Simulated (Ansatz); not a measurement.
Program: Ansatz. Geometries: PBE0-D4/def2-TZVP. ΔE: electronic, gas phase. CCSD(T)/CBS is the MP2 limit (def2-TZVPP, def2-QZVPP) plus CCSD(T) − MP2 in def2-TZVPP, frozen cores. This one scheme is used for every species. DFT in def2-TZVPP. For Ti outer-core shells are correlated without core-valence functions, which leaves a few kJ/mol of doubt a bond. Scalar relativity is left out up to krypton.

Reaction (ligand exchange at a Ti–Cl bond): `[Cl][Ti]12345678([Cl])([C@H]9[C@@H]1[C@@H]2[C@@H]3[C@H]94)[C@H]1[C@@H]5[C@@H]6[C@@H]7[C@H]18` + H–F → `[F][Ti]12345678([Cl])([C@H]9[C@@H]1[C@@H]2[C@@H]3[C@H]94)[C@H]1[C@@H]5[C@@H]6[C@@H]7[C@H]18` + HCl

CCSD(T)/CBS gives +0.10 eV.

(1) Another level gave -0.22 eV. Which?
A. r2SCANh-D4/def2-TZVPP
B. LC-ωPBE/def2-TZVPP
C. BLYP/def2-TZVPP
D. B2PLYP/def2-TZVPP

Largest T1 diagnostic among the species: 0.018.

Results:

(1) B. LC-ωPBE -0.22, r2SCANh-D4 -0.12, B2PLYP -0.03, BLYP -0.32 eV.

From PBE to PBE0 (25 % exact exchange), in def2-TZVPP and without D4, ΔE moves by +0.08 eV. The D4 term adds +0.14 eV with B3LYP and +0.08 eV with PBE0; it sums over pairs of atoms, weighted by their polarisabilities, and B3LYP, whose exchange is more repulsive, gets the larger term. In def2-TZVPP, CCSD(T) changes the Hartree–Fock value by +0.26 eV (the triples alone add +0.10 eV) and MP2 by +0.59 eV.

B3LYP here is the variant with VWN-RPA as its local correlation; programs differ in this.

CCSD(T)/CBS has its own doubt, a few kJ/mol and more with outer-core shells, so smaller differences from it don't rank the levels.
